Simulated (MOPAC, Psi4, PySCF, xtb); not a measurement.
Relaxed torsion scan: H6BClO2Si2, SMILES OB(O)[SiH2][SiH2]Cl. Scanned: dihedral H7–O1–B2–Si4; all other coordinates were relaxed at GFN2-xTB. Points at φ and −φ are mirror images.

Atom numbering (GFN2-xTB optimised geometry, Å):
```
12

O     -1.6744     0.2025     1.2789
B     -1.5094     0.2872    -0.0625
O     -2.5885     0.6358    -0.7960
Si     0.1688    -0.0532    -1.0688
Si     2.0408    -0.3225     0.2918
Cl     1.3661    -0.5045     2.2367
H     -0.9248    -0.0344     1.8307
H     -3.3913     0.7930    -0.2930
H      0.5298     1.0014    -2.0332
H      0.1186    -1.2615    -1.9156
H      2.8638    -1.5236     0.1328
H      3.0006     0.7798     0.3983
```

PM6, restricted, heats of formation // GFN2-xTB (MOPAC); PBE/def2-TZVP // GFN2-xTB (Psi4); RKS-B3LYP/6-311+G** = restricted B3LYP/6-311+G**, spherical d, density fitting // GFN2-xTB (PySCF 2.14.0); RHF/6-31G* = PySCF 2.14.0 with restricted Hartree-Fock/6-31G*, spherical d, density fitting // GFN2-xTB; GFN1-xTB // GFN2-xTB (xtb); MP2/cc-pVTZ = DF-MP2 (frozen core)/cc-pVTZ // GFN2-xTB in Psi4.

Energies in eV, each method relative to its own lowest point.

| φ / ° | PM6 | PBE/def2-TZVP | RKS-B3LYP/6-311+G** | RHF/6-31G* | GFN1-xTB | MP2/cc-pVTZ |
|---|---|---|---|---|---|---|
| -160 | 0.061 | 0.233 | 0.217 | 0.160 | 0.027 | 0.213 |
| -140 | 0.133 | 0.311 | 0.295 | 0.247 | 0.108 | 0.290 |
| -120 | 0.230 | 0.412 | 0.396 | 0.358 | 0.232 | 0.393 |
| -100 | 0.283 | 0.462 | 0.443 | 0.407 | 0.359 | 0.450 |
| -80 | 0.211 | 0.394 | 0.372 | 0.346 | 0.366 | 0.395 |
| -60 | 0.133 | 0.247 | 0.236 | 0.226 | 0.268 | 0.253 |
| -40 | 0.064 | 0.108 | 0.105 | 0.102 | 0.168 | 0.112 |
| -20 | 0.017 | 0.024 | 0.024 | 0.023 | 0.104 | 0.025 |
| 0 | 0.000 | 0.000 | 0.000 | 0.000 | 0.084 | 0.000 |
| 20 | 0.017 | 0.024 | 0.024 | 0.023 | 0.104 | 0.025 |
| 40 | 0.064 | 0.108 | 0.105 | 0.102 | 0.168 | 0.112 |
| 60 | 0.133 | 0.247 | 0.236 | 0.226 | 0.268 | 0.253 |
| 80 | 0.211 | 0.394 | 0.372 | 0.346 | 0.366 | 0.395 |
| 100 | 0.283 | 0.462 | 0.443 | 0.407 | 0.359 | 0.450 |
| 120 | 0.230 | 0.412 | 0.396 | 0.358 | 0.232 | 0.393 |
| 140 | 0.133 | 0.311 | 0.295 | 0.247 | 0.108 | 0.290 |
| 160 | 0.061 | 0.233 | 0.217 | 0.160 | 0.027 | 0.213 |
| 180 | 0.036 | 0.213 | 0.196 | 0.136 | 0.000 | 0.196 |

Root-mean-square difference from the MP2/cc-pVTZ profile, itself a level with limits, after the best constant shift (eV): PM6 0.063, PBE/def2-TZVP 0.011, RKS-B3LYP/6-311+G** 0.009, RHF/6-31G* 0.019, GFN1-xTB 0.106.
